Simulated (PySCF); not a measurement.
Stibine, SMILES [SbH3] (CAM-B3LYP/def2-SVP optimised geometry):

```
4

Sb    -0.831    -0.855     0.000
H     -0.880    -0.905     1.710
H      0.880    -0.855     0.000
H     -0.880     0.855     0.000
```

Calculation: CAM-B3LYP/def2-TZVP, def2 effective core potentials past Kr in PySCF.

What are the frontier orbital energies and the dipole moment?

HOMO-2 -10.94 eV, HOMO-1 -10.94 eV, HOMO -8.78 eV, LUMO 0.80 eV, LUMO+1 0.80 eV; dipole moment 0.39 D.
